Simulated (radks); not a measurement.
Spherical quantum dot in the effective-mass picture: electrons in a well V = -V0 / (1 + exp((r - R)/a)) with V0 = 8.83, R = 3.84, a = 0.33, all in effective atomic units (hartree* = m*/eps^2 hartree, bohr* = eps/m* bohr), one dielectric constant everywhere. Method: non-relativistic Kohn-Sham, PBEsol, spin-polarised, spherical densities; computed with a radial shooting solver with Libxc functionals. Levels are named by radial order and angular momentum (1s, 1p, 1d, 2s, ...), and open shells are averaged over m. Results are scaled to m* = 0.394 and eps = 16, for which hartree* = 41.88 meV and bohr* = 2.149 nm.

N = 15, configuration 1s2 1p6 1d(up 5, down 2). This is the lowest configuration that the search found. Occupied and some empty levels:

| level | occupation | eigenvalue (meV) | <r> (nm) |
|---|---|---|---|
| 1s up | 1 | -131.81 | 5.019 |
| 1s down | 1 | -130.11 | 4.983 |
| 1p up | 3 | -122.25 | 5.393 |
| 1p down | 3 | -120.38 | 5.378 |
| 1d up | 5 | -107.23 | 5.695 |
| 1d down | 2 | -105.26 | 5.689 |
| 1f up | 0 | -87.761 | 5.950 |
| 1f down | 0 | -85.752 | 5.950 |
| 2s up | 0 | -84.747 | 4.040 |
| 2s down | 0 | -83.925 | 4.037 |
| 2p up | 0 | -60.982 | 4.718 |
| 2p down | 0 | -59.814 | 4.711 |

Energy (meV): total -3346.20, kinetic 450.89, external -5237.6, Hartree 1683.1, exchange-correlation -242.61.

Electron density:

| r (nm) | n(r) (e/nm^3) |
|---|---|
| 0.225 | 0.001310 |
| 0.789 | 0.001544 |
| 1.35 | 0.002100 |
| 1.92 | 0.003078 |
| 2.48 | 0.004579 |
| 3.05 | 0.006613 |
| 3.61 | 0.009043 |
| 4.18 | 0.01143 |
| 4.74 | 0.01306 |
| 5.31 | 0.01311 |
| 5.87 | 0.01115 |
| 6.44 | 0.007660 |
| 7.00 | 0.004029 |
| 7.56 | 0.001569 |
| 8.13 | 0.0004504 |
| 8.69 | 0.00009920 |
| 9.26 | 0.00001817 |
| 9.82 | 3.017e-06 |
| 10.4 | 4.773e-07 |
| 11.0 | 7.520e-08 |
